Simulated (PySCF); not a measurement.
r2SCAN on Ni⁻ (nickel, charge -1), [Ar] 3d9 4s2, 2D determinant. Calculation: PySCF 2.14, in x2c-TZVPPall with one added diffuse shell each of s, p, d, f type (7s6p5d3f1g, 80 functions); the spin-free X2C one-electron Hamiltonian (Gaussian nucleus).

```
cycle= 1 E= -1520.46231094939  delta_E= 0.0677  |g|= 0.705  |ddm|= 0.577
cycle= 2 E= -1519.84306630231  delta_E= 0.619  |g|= 1.98  |ddm|= 0.953
cycle= 3 E= -1520.54687230594  delta_E= -0.704  |g|= 0.256  |ddm|= 0.598
cycle= 4 E= -1520.56351806449  delta_E= -0.0166  |g|= 0.101  |ddm|= 0.246
cycle= 5 E= -1520.56632497633  delta_E= -0.00281  |g|= 0.00602  |ddm|= 0.056
cycle= 6 E= -1520.56633165114  delta_E= -6.67e-06  |g|= 0.0018  |ddm|= 0.00712
cycle= 7 E= -1520.56633245232  delta_E= -8.01e-07  |g|= 6.96e-05  |ddm|= 0.00365
cycle= 8 E= -1520.56633246476  delta_E= -1.24e-08  |g|= 5.15e-05  |ddm|= 0.00068
cycle= 9 E= -1520.56633246771  delta_E= -2.95e-09  |g|= 1.12e-05  |ddm|= 0.000307
cycle= 10 E= -1520.56633246813  delta_E= -4.22e-10  |g|= 1.72e-06  |ddm|= 0.000171
converged SCF energy = -1520.56633246813  <S^2> = 0.76051659  2S+1 = 2.0104891
```

Highest occupied orbital energy: 2.579 eV; ⟨L²⟩ = 6.05; populations by l: s 8.00, p 12.00, d 9.00, f 0.00.

Question: Can this result be used?

Answer: With care. Self-consistency was reached. At r2SCAN the highest occupied level has a positive energy, so only the finite basis holds that electron; in a semilocal or global hybrid functional this comes from self-interaction and does not mean that the real anion is unbound.
